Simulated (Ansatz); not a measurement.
This geometry of AlClFH3NO (8 atoms, charge 0, multiplicity 2) is a first-order saddle point.

Theory: UKS BHLYP/def2-SVP (Ansatz 0.2.0).

```xyz
8
Properties=species:S:1:pos:R:3
Al -0.157 -0.387 0.554
F 0.052 -1.942 1.096
Cl 1.655 0.701 0.203
N -1.558 -0.106 -0.500
H -2.260 -0.799 -0.704
H -1.805 0.775 -0.921
O -0.339 0.668 2.058
H -0.077 0.290 2.908
```

(1) Which two structures does it join? (They come from a converged band through this point; their orientation in space is the band's.)

(2) How far does it lie above each of them?

## Answers

(1) No bond is made or broken.

Initial state:

```xyz
8
Properties=species:S:1:pos:R:3
Al -0.028 -0.410 0.880
F -0.051 -2.064 1.038
Cl 1.468 0.303 -0.457
N -1.492 -0.030 -0.393
H -1.714 -0.585 -1.217
H -1.993 0.855 -0.409
O -0.499 0.569 2.178
H -0.182 0.561 3.072
```

Final state:

```xyz
8
Properties=species:S:1:pos:R:3
Al -0.350 -0.437 0.612
F -0.084 -2.006 1.077
Cl 1.540 0.724 0.488
N -1.609 -0.082 -0.552
H -2.233 -0.775 -0.931
H -1.808 0.820 -0.952
O -0.258 0.627 2.117
H 0.313 0.328 2.833
```

(2) 1.23 eV above the first and 0.13 eV above the second. This is the barrier of this one path; another mechanism may lie lower.

The run took 9.9 min on 4 threads of Arm Neoverse V1, with other jobs on the host, peak memory 0.31 GiB.
